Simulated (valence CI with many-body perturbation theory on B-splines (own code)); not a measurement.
# Er⁵⁴⁺: electric-dipole lines

Calculated by relativistic CI+MBPT: four valence electrons over a frozen Dirac-Fock core [Ne], a basis of 11 s, 11 p, 10 d, 8 f, 5 g, 2 h functions for each j, with the one-electron correlation potential Σ1 (screened to all orders), the two-electron term Σ2, the three-electron term Σ3, Breit, model QED; selected single and double excitations, second order for the rest, scaled by the run's own slope (own B-spline code, finite nucleus).

The last digits are not significant, and no measured levels were compared; by estimate large intervals hold to a few tenths of a per cent, small ones and those within an open d or f shell to about a per cent. Among the levels kept, up to 570 cm⁻¹ of a level comes from second order outside the variational space, and about a tenth of that is noise between levels of different J, which matters for small intervals.

Lines 151 to 200 of 562 in falling wavelength, among levels below 10560 × 10³ cm⁻¹, chosen from the strongest by gf and those to the six lowest levels. Wavelengths and rates use the calculated energies. Electric multipoles are in the length gauge, E1 and E2 with the static RPA response of the core. Weak lines are less certain than strong ones. Lines between different terms over intervals too small for the method are left out, as are lines whose strength nearly cancels. Where a level lies close to another of its J and parity, the split of strength between their lines is uncertain. The highest levels of a list are the least certain.

Levels are named by their leading jj configuration (3d3/2^4 stands for four electrons in 3d with j = 3/2), which in mixed levels can hold well under half, so a name can repeat and another be missing. Letters in brackets count levels of one name in rising energy.

```
λ vac (nm)                           Upper                           Lower   A (s⁻¹)  log gf  Branch %
     4.584      (3s 3p1/2 3d5/2^2) J=2 [a]  (3s 3p1/2 3p3/2 3d5/2) J=3 [a]  5.77e+10   -1.04      12.2
     4.583      (3s 3p1/2 3d5/2^2) J=1 [b]  (3s 3p1/2 3p3/2 3d5/2) J=2 [c]  1.26e+11   -0.92      20.4
     4.576      (3s 3p1/2 3d5/2^2) J=3 [a]  (3s 3p1/2 3p3/2 3d5/2) J=4 [b]  4.80e+10   -0.98      11.5
     4.575  (3s 3p1/2 3p3/2 3d5/2) J=3 [d]      (3s 3p1/2 3p3/2^2) J=2 [b]  2.80e+11   -0.21      26.3
     4.570  (3s 3p1/2 3p3/2 3d5/2) J=3 [a]      (3s 3p1/2 3p3/2^2) J=2 [a]  1.75e+11   -0.42      53.9
     4.569          (3s^2 3d3/2 3d5/2) J=1          (3s^2 3p3/2 3d3/2) J=0  1.05e+11   -1.01       4.7
     4.565          (3s^2 3d3/2 3d5/2) J=4          (3s^2 3p3/2 3d3/2) J=3  2.31e+11   -0.19      14.8
     4.558  (3s 3p1/2 3d3/2 3d5/2) J=2 [c]  (3s 3p1/2 3p3/2 3d3/2) J=1 [b]  1.36e+11   -0.67       8.2
     4.553  (3s 3p1/2 3p3/2 3d5/2) J=1 [b]          (3s 3p1/2 3p3/2^2) J=0  1.38e+11   -0.89      27.1
     4.551  (3s 3p1/2 3p3/2 3d5/2) J=2 [c]      (3s 3p1/2 3p3/2^2) J=2 [b]  8.34e+10   -0.89       9.0
     4.550  (3s 3p1/2 3d3/2 3d5/2) J=3 [a]  (3s 3p1/2 3p3/2 3d3/2) J=2 [a]  2.27e+11   -0.31      62.8
     4.550          (3s^2 3d3/2 3d5/2) J=1          (3s^2 3p3/2 3d3/2) J=1  1.01e+11   -1.03       4.5
     4.540   (3p1/2 3p3/2^2 3d5/2) J=2 [b]             (3p1/2 3p3/2^3) J=2  2.18e+11   -0.47       9.9
     4.540  (3s 3p3/2 3d3/2 3d5/2) J=3 [a]             (3p1/2 3p3/2^3) J=2  1.03e+11   -0.65       4.6
     4.538      (3s 3p1/2 3d3/2 3d5/2) J=5      (3s 3p1/2 3p3/2 3d3/2) J=4  1.80e+11   -0.21      82.5
     4.536  (3s 3p1/2 3p3/2 3d5/2) J=2 [c]      (3s 3p1/2 3p3/2^2) J=1 [a]  2.19e+11   -0.47      23.7
     4.534      (3s 3p1/2 3d5/2^2) J=3 [a]  (3s 3p1/2 3p3/2 3d5/2) J=3 [b]  1.20e+11   -0.59      28.8
     4.529              (3s^2 3d5/2^2) J=0          (3s^2 3p3/2 3d5/2) J=1  4.27e+11   -0.88      86.4
     4.525      (3s 3p3/2^2 3d5/2) J=2 [a]                (3s 3p3/2^3) J=2  3.03e+11   -0.33      28.3
     4.497  (3s 3p1/2 3d3/2 3d5/2) J=4 [b]      (3s 3p1/2 3p3/2 3d3/2) J=4  2.85e+10   -1.11       8.8
     4.491  (3s 3p1/2 3d3/2 3d5/2) J=1 [a]  (3s 3p1/2 3p3/2 3d3/2) J=0 [a]  1.23e+11   -0.95      32.8
     4.488  (3s 3p1/2 3d3/2 3d5/2) J=4 [c]  (3s 3p1/2 3p3/2 3d3/2) J=3 [b]  1.78e+11   -0.32      12.3
     4.481  (3s 3p1/2 3d3/2 3d5/2) J=2 [a]  (3s 3p1/2 3p3/2 3d3/2) J=1 [a]  1.30e+11   -0.71      21.7
     4.477      (3s 3p3/2^2 3d5/2) J=2 [c]                (3s 3p3/2^3) J=1  5.43e+11   -0.09      22.1
     4.458      (3s 3p1/2 3d5/2^2) J=2 [b]  (3s 3p1/2 3p3/2 3d5/2) J=2 [b]  1.17e+11   -0.76      19.6
     4.433          (3s 3p1/2 3d5/2^2) J=5      (3s 3p1/2 3p3/2 3d5/2) J=5  9.15e+10   -0.53      30.8
     4.431          (3s^2 3p3/2 3d5/2) J=3              (3s^2 3p3/2^2) J=2  4.69e+11   -0.02      99.0
     4.427      (3s 3p1/2 3d5/2^2) J=2 [a]  (3s 3p1/2 3p3/2 3d5/2) J=2 [a]  2.49e+11   -0.44      52.6
     4.419  (3s 3p1/2 3p3/2 3d5/2) J=4 [c]          (3s 3p1/2 3p3/2^2) J=3  1.63e+11   -0.37      23.2
     4.418  (3s 3p1/2 3p3/2 3d5/2) J=3 [b]      (3s 3p1/2 3p3/2^2) J=2 [a]  1.25e+11   -0.59      28.0
     4.415              (3s^2 3d5/2^2) J=4          (3s^2 3p3/2 3d5/2) J=4  9.88e+10   -0.59      25.9
     4.412          (3s 3p1/2^2 3d5/2) J=2          (3s 3p1/2^2 3p3/2) J=2  3.76e+10   -1.26      20.2
     4.393              (3s^2 3d5/2^2) J=2          (3s^2 3p3/2 3d5/2) J=2  3.19e+11   -0.34      65.3
     4.392      (3s 3p3/2^2 3d5/2) J=2 [b]                (3s 3p3/2^3) J=2  2.26e+11   -0.49      17.6
     4.384      (3s 3p1/2 3d5/2^2) J=3 [a]  (3s 3p1/2 3p3/2 3d5/2) J=3 [a]  1.07e+11   -0.67      25.6
     4.380      (3s 3p3/2^2 3d5/2) J=3 [c]                (3s 3p3/2^3) J=2  4.71e+11   -0.02      25.4
     4.347      (3s 3p1/2 3d5/2^2) J=1 [a]  (3s 3p1/2 3p3/2 3d5/2) J=1 [a]  1.30e+11   -0.96      18.5
     4.306  (3s 3p1/2 3d3/2 3d5/2) J=3 [c]  (3s 3p1/2 3p3/2 3d3/2) J=3 [a]  5.20e+10   -0.99      13.3
     4.286      (3s 3p1/2 3d5/2^2) J=4 [a]  (3s 3p1/2 3p3/2 3d5/2) J=4 [a]  1.09e+11   -0.57      20.5
     4.218  (3s 3p1/2 3p3/2 3d5/2) J=3 [c]      (3s 3p1/2 3p3/2^2) J=2 [a]  1.33e+11   -0.60      13.6
     4.197  (3s 3p1/2 3p3/2 3d5/2) J=3 [d]          (3s 3p1/2 3p3/2^2) J=3  5.00e+10   -1.03       4.7
     3.945          (3s 3p3/2^2 3d3/2) J=4          (3s^2 3p3/2 3d5/2) J=3  4.50e+10   -1.02       3.2
     3.590      (3s 3p3/2^2 3d5/2) J=4 [a]          (3s^2 3p3/2 3d5/2) J=3  2.07e+11   -0.44      36.6
     3.543   (3p1/2 3p3/2^2 3d5/2) J=3 [a]  (3s 3p1/2 3p3/2 3d5/2) J=2 [d]  1.25e+11   -0.78       7.6
     3.500  (3s 3p1/2 3p3/2 3d3/2) J=2 [a]          (3s^2 3p1/2 3d3/2) J=2  4.35e+09   -2.40       1.5
     3.478   (3p1/2 3p3/2^2 3d5/2) J=3 [a]  (3s 3p1/2 3p3/2 3d5/2) J=2 [c]  1.13e+11   -0.84       6.9
     3.439          (3s 3p3/2^2 3d5/2) J=0          (3s^2 3p3/2 3d5/2) J=1  4.55e+11   -1.09      34.8
     3.418      (3s 3p1/2 3p3/2^2) J=2 [a]          (3s^2 3p1/2 3p3/2) J=2  1.12e+10   -2.01       3.5
     3.417   (3p1/2 3p3/2^2 3d5/2) J=4 [b]  (3s 3p1/2 3p3/2 3d5/2) J=3 [d]  2.18e+11   -0.46      14.8
     3.408  (3s 3p1/2 3p3/2 3d5/2) J=2 [a]          (3s^2 3p1/2 3d5/2) J=2  1.49e+11   -0.89      36.7
```
